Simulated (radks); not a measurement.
Values are calculated unless marked as measured or tabulated.
Fractional charge and spin in the 5p shell of tantalum: the spin-up occupation runs from 2 to 3 and the spin-down occupation from 2 to 3; the fullest corner is Ta2+, [Kr] 4d10 4f14 5s2 5d(up 1.5, down 1.5) 5p(up 3, down 3). Code: a radial shooting solver on a logarithmic mesh with Libxc functionals. Model: scalar-relativistic Kohn-Sham, PBEsol, spin-polarised, spherical densities, point nucleus. Energy (eV) above the fullest corner. The planes named below are the two flat planes that join the four corners, with an edge along up + down = one added electron.

\begin{tabular}{lrrrrr}
down \ up & 2 & 2.25 & 2.5 & 2.75 & 3 \\ \hline
2 & 138.953 & 118.242 & 98.484 & 79.666 & 61.774 \\
2.25 & 118.242 & 98.542 & 79.781 & 61.944 & 45.017 \\
2.5 & 98.484 & 79.781 & 62.001 & 45.129 & 29.148 \\
2.75 & 79.666 & 61.944 & 45.129 & 29.203 & 14.149 \\
3 & 61.774 & 45.017 & 29.148 & 14.149 & 0.000 \\
\end{tabular}

Corners above the fullest one (they belong to Ta3+ and the next ion): (up 3, down 2) 61.774 eV, (up 2, down 3) 61.774 eV, (up 2, down 2) 138.95 eV. With half an added electron in each spin the energy lies 0.228 eV from the planes, and with half an added electron in spin up alone -1.879 eV. The planes are only a guide here: the flat-plane condition holds for ground states with one frontier orbital, while this shell lies below other occupied shells, so the corners above the fullest one are inner-hole states and not the ground states of those ions.
